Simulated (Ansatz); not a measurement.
Consider the ligand exchange at the Si–C bond: `C=C[SiH2]Br` + `[NH2][AlH2]` → `[AlH2][NH][SiH2]Br` + `C=C`.

Isolated molecules relaxed with PBE0-D4/def2-TZVP in Ansatz; ΔE leaves out vibrations. CCSD(T)/CBS is the MP2 limit (def2-TZVPP, def2-QZVPP) plus CCSD(T) − MP2 in def2-TZVPP, frozen cores. This one scheme is used for every species. Functionals use def2-TZVPP. B3LYP here is the variant with VWN-RPA as its local correlation; programs differ in this. HSE06 is defined as in plane-wave codes. For Br outer-core shells are correlated without core-valence functions, which leaves a few kJ/mol of doubt a bond. Scalar relativity is left out up to krypton. One conformer a species, not always the lowest.

```tsv
level	ΔE (kJ/mol)	difference from CCSD(T)/CBS
PBE-D4	-55.0	8.4
revPBE-D4	-55.0	8.4
r2SCAN-D4	-60.9	2.5
B97M-V	-60.7	2.7
HSE06-D4	-58.6	4.8
BHLYP-D4	-67.3	-3.9
PBE-QIDH	-62.3	1.1
BLYP	-57.8	5.6
B3LYP	-60.8	2.6
BHLYP	-65.3	-1.9
MP2/def2-SVP	-64.0	-0.6
CCSD/def2-SVP	-65.0	-1.6
CCSD/def2-TZVPP	-64.9	-1.5
HF/def2-QZVPP	-70.7	-7.3
MP2/CBS(def2)	-63.4	0.0
CCSD/CBS(def2)	-64.3	-0.9
CCSD(T)/CBS	-63.4	0
```

Largest T1 diagnostic among the species: 0.011.

Leaving LDA and LC-ωPBE aside and taking each functional with its dispersion term where it has one, the values spread over 12.4 kJ/mol, from BHLYP-D4 to PBE-D4. From BLYP to BHLYP (50 % exact exchange), in def2-TZVPP and without D4, ΔE moves by −7.4 kJ/mol.
